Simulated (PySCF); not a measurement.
CH₅ClF₂Si₂, SMILES FC[Si@H](F)[SiH2]Cl. Heavy atoms are numbered as in [F:1][CH2:2][Si@H:3]([F:4])[SiH2:5][Cl:6]. Hydrogens are named by the atom that carries them.

Geometry optimised at B3LYP-D3(BJ)/def2-SVP. The structure was generated by enumeration; whether it is a known compound was not checked. One conformer was computed; it need not be the lowest.

Calculation: r2SCAN/def2-TZVP (PySCF).

ESP charges are fitted to the potential on shells at 1.4 to 2.0 van der Waals radii. Atomic charges (e), one atom of each kind:

```json
[
 {"atom": "F1", "Löwdin": "0.07", "Mulliken": "-0.24", "IAO": "-0.32", "ESP fit": "-0.18"},
 {"atom": "C2 (CH2)", "Löwdin": "-0.43", "Mulliken": "-0.08", "IAO": "-0.26", "ESP fit": "-0.21"},
 {"atom": "Si3 (SiH)", "Löwdin": "0.13", "Mulliken": "0.49", "IAO": "0.97", "ESP fit": "0.50"},
 {"atom": "F4", "Löwdin": "-0.02", "Mulliken": "-0.34", "IAO": "-0.53", "ESP fit": "-0.27"},
 {"atom": "Si5 (SiH2)", "Löwdin": "(withheld)", "Mulliken": "0.27", "IAO": "0.50", "ESP fit": "0.02"},
 {"atom": "Cl6", "Löwdin": "(withheld)", "Mulliken": "-0.27", "IAO": "-0.32", "ESP fit": "-0.11"},
 {"atom": "H on C2", "Löwdin": "(withheld)", "Mulliken": "0.12", "IAO": "0.16", "ESP fit": "0.15"},
 {"atom": "H on Si3", "Löwdin": "-0.03", "Mulliken": "-0.04", "IAO": "-0.13", "ESP fit": "-0.07"},
 {"atom": "H on Si5", "Löwdin": "(withheld)", "Mulliken": "-0.02", "IAO": "-0.10", "ESP fit": "0.02"}
]
```

Some entries are withheld; supply them. (The exact figures need the calculation; the answer reports its results.)


- Si5 (SiH2), Löwdin: -0.09
- Cl6, Löwdin: 0.19
- H on C2, Löwdin: 0.12
- H on Si5, Löwdin: -0.03

Computed Mayer and Wiberg (Löwdin basis) orders of the bonds:
| bond | Mayer | Wiberg |
|---|---|---|
| F1–C2 | 0.92 | 1.62 |
| C2–Si3 | 0.95 | 1.12 |
| Si3–F4 | 1.06 | 1.67 |
| Si3–Si5 | 0.92 | 1.06 |
| Si5–Cl6 | 1.10 | 1.78 |
